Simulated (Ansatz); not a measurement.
`[CH3][SbH][SH]` + NH₃ → `[CH3][SbH][NH2]` + H₂S  (ligand exchange at the Sb–S bond)

Isolated molecules relaxed with PBE0-D4/def2-TZVP in Ansatz; ΔE leaves out vibrations. CCSD(T)/CBS adds triple-zeta CCSD(T) − MP2 to the extrapolated MP2 energy (def2 sets, frozen cores). This one scheme is used for every species. Functionals use def2-TZVPP. Elements past krypton have def2 core potentials. For Sb outer-core shells are correlated without core-valence functions, which leaves a few kJ/mol of doubt a bond. One conformer a species, not always the lowest.

Is it downhill or uphill in electronic energy at CCSD(T)/CBS, and by how much? (Estimate.)

The calculation gave: Uphill: ΔE = +15.9 kcal/mol.

What do these levels give: BLYP-D4, BLYP, r2SCAN0, RPA@PBE/def2-TZVPP, CCSD/def2-TZVPP, MP2/CBS(def2)? (Estimate.)

Computed: BLYP-D4 16.0, BLYP 15.5, r2SCAN0 16.9, RPA@PBE/def2-TZVPP 13.4, CCSD/def2-TZVPP 14.5, MP2/CBS(def2) 16.8 kcal/mol.

Largest T1 diagnostic among the species: 0.012.

Leaving LDA and LC-ωPBE aside and taking each functional with its dispersion term where it has one, the values, not all of them listed here, spread over 2.3 kcal/mol, from CAM-B3LYP-D4 to HSE06-D4. At CCSD(T), def2-SVP lies −1.1 kcal/mol from the extrapolated value and def2-TZVPP −1.3 kcal/mol.
